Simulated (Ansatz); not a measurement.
The cluster Ta₂Si, relaxed as a triplet with UKS PBE-D4/def2-TZVP in Ansatz, starting from the PBE-D4/def2-TZVP geometry of the neutral singlet. Force threshold 0.02 eV/Å.

In the def2 sets Ta takes a core potential; there is no spin–orbit coupling. At PBE-D4/def2-TZVP a singlet of charge 0 lies 0.10 eV below the triplet, each at its own geometry. The structure comes from a short search, and lower isomers may exist.

Start:

Cartesian coordinates in Å:
```
Ta 0.0824 -0.1460 -1.3449
Ta -1.2218 0.3357 0.4812
Si 1.1394 -0.1897 0.8637
```

(1) Estimate the energy that the relaxation releases and the steps that it takes.

(2) Does the start keep its bonding and symmetry?

(3) Predict the relaxed structure.

Answers

(1) 0.9 kJ/mol, in 3 steps; 6.5 s on 4 threads of Arm Neoverse V1 on a shared host. No frequencies were taken in this run, so the end may be a saddle point.

(2) By distances, no bond broke or formed. The bond that changes most is Ta1–Ta2, from 2.30 to 2.32 Å (atoms count from 1). Point group C2v at the start, C2v at the end, both within 0.05 Å.

(3) 
| atom | x (Å) | y (Å) | z (Å) |
| --- | --- | --- | --- |
| Ta1 | 0.0951 | -0.1495 | -1.3505 |
| Ta2 | -1.2232 | 0.3373 | 0.4954 |
| Si3 | 1.1281 | -0.1878 | 0.8552 |
Bond lengths (bridged metal pairs left out): 2 × Si–Ta 2.44 Å; 1 × Ta–Ta 2.32 Å.
